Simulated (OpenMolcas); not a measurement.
# Ni V: effect of the IPEA shift

* Program: OpenMolcas 26.06
* Basis: ANO-RCC-VTZP [6s5p3d2f1g]
* Scalar Hamiltonian: DKH2, point nucleus
* Active space: 6 electrons in 5 orbitals (3d)
* State averaging: 2S+1 = 5 even, 5 roots; 2S+1 = 3 even, 45 roots; 2S+1 = 1 even, 50 roots
* Spin-orbit coupling: RASSI with atomic mean-field integrals over the reference wave functions, term energies averaged over their components

Methods on the same reference wave functions:
A. CASSCF
B. MS-CASPT2, IPEA 0 Eh, imaginary shift 0.1 Eh (closed shells correlated: 3s 3p)
C. MS-CASPT2, IPEA 0.25 Eh, imaginary shift 0.1 Eh (closed shells correlated: 3s 3p)

Energies in cm⁻¹ above 3d⁶ ⁵D₄, the measured ground level; measured values from Corliss and Sugar, J. Phys. Chem. Ref. Data 10, 197 (1981).

```json
{"Level": "3d⁶ ⁵D₄", "A": "0.0", "B": "0.0", "C": "0.0", "Measured": "0.0"}
{"Level": "3d⁶ ⁵D₃", "A": "852", "B": "858", "C": "857", "Measured": "890"}
{"Level": "3d⁶ ⁵D₂", "A": "1444", "B": "1442", "C": "1442", "Measured": "1490"}
{"Level": "3d⁶ ⁵D₁", "A": "1823", "B": "1814", "C": "1815", "Measured": "1872"}
{"Level": "3d⁶ ⁵D₀", "A": "2008", "B": "1996", "C": "1997", "Measured": "2058"}
{"Level": "3d⁶ ³H₆", "A": "29514", "B": "27300", "C": "27750", "Measured": "27111"}
{"Level": "3d⁶ ³H₅", "A": "29934", "B": "27690", "C": "28140", "Measured": "27578"}
{"Level": "3d⁶ ³H₄", "A": "30229", "B": "27900", "C": "28370", "Measured": "27859"}
{"Level": "3d⁶ ³P₂(1)", "A": "32138", "B": "25700", "C": "26410", "Measured": "26153"}
{"Level": "3d⁶ ³F₄(1)", "A": "33719", "B": "28980", "C": "29630", "Measured": "29124"}
{"Level": "3d⁶ ³F₃(1)", "A": "34209", "B": "29360", "C": "30040", "Measured": "29571"}
{"Level": "3d⁶ ³F₂(1)", "A": "34581", "B": "29670", "C": "30350", "Measured": "29899"}
{"Level": "3d⁶ ³P₁(1)", "A": "34625", "B": "28190", "C": "28890", "Measured": "28698"}
{"Level": "3d⁶ ³P₀(1)", "A": "35602", "B": "29160", "C": "29870", "Measured": "29640"}
{"Level": "3d⁶ ³G₅", "A": "37248", "B": "33420", "C": "33920", "Measured": "33256"}
{"Level": "3d⁶ ³G₄", "A": "38073", "B": "34170", "C": "34680", "Measured": "34062"}
{"Level": "3d⁶ ³G₃", "A": "38394", "B": "34480", "C": "34980", "Measured": "34416"}
{"Level": "3d⁶ ¹I₆", "A": "44562", "B": "42030", "C": "42290", "Measured": "41252"}
{"Level": "3d⁶ ¹G₄(1)", "A": "47156", "B": "43080", "C": "43420", "Measured": "42208"}
{"Level": "3d⁶ ³D₁", "A": "48094", "B": "41700", "C": "42330", "Measured": "41701"}
{"Level": "3d⁶ ³D₂", "A": "48117", "B": "41690", "C": "42310", "Measured": "41627"}
{"Level": "3d⁶ ³D₃", "A": "48362", "B": "41960", "C": "42590", "Measured": "41920"}
{"Level": "3d⁶ ¹S₀(1)", "A": "54718", "B": "47850", "C": "48580", "Measured": "47700"}
{"Level": "3d⁶ ¹D₂(1)", "A": "58396", "B": "49640", "C": "50010", "Measured": "48607"}
```

Deviations, from unrounded energies. A percentage is the sum of absolute deviations over the sum of measured energies, with the sign that they share, or ± where signs differ.

```
                        Against measurement  Levels      A     B     C
             mean absolute deviation (cm-1)      23   4200   250   540
      fine structure of the ground term (%)       4   -2.9  -3.2  -3.1
other terms of the ground configuration (%)      19  +14.4  ±0.9  +1.8
```

B lies closest to measurement on these levels and A furthest from it. The largest miss of B in the table is 3d⁶ ¹D₂(1), by +1000 cm-1. The ranking rests on the paired levels alone, and a cruder setting can come out closer through cancelling errors.

Between B and C the level of the table that moves most is 3d⁶ ¹S₀(1), by 730 cm-1 (lowest in B, highest in C). Moves below CASPT2's spread within the term are not significant.

The mean deviations of B to C differ by less than CASPT2's widest spread within a term (890 cm-1), so their order carries little weight.

From A to B the spin-free energies of the other terms of 3d⁶ shown, above ⁵D, scale by factors of 0.80 to 0.94, as is usual when dynamic correlation screens the repulsion within a d or f shell.

The lowest spin-free term lies below A's lowest term by 0.462 hartree in B, 0.456 hartree in C.

CASPT2 does not keep the components of a term degenerate, so their means are used; among the terms shown or strongly mixed into the levels shown the widest spread is 890 cm-1 (3d⁶ ¹I, C). The CASPT2 spread within a term exceeds the gap to the next term for 3d⁶ ³D and 3d⁶ ¹I, so the order of their levels is uncertain (figures for B; the like holds for C). Without dynamic correlation excited terms often stand tens of per cent too high (terms of higher spin than the ground term too low), and those without a measured partner can miss by more than the paired ones (holds for A). Computed and measured levels are paired by configuration, term and J; levels that our copy of the source lacks, or whose pairing is in doubt (as where it misses far off the trend of its configuration), stay unpaired and out of the deviations. Levels of configurations outside the active space are missing. Levels that lie high or do not pair safely by name in every column are left out.

A number in round brackets counts repeated terms of one configuration in the order of the reference energies.
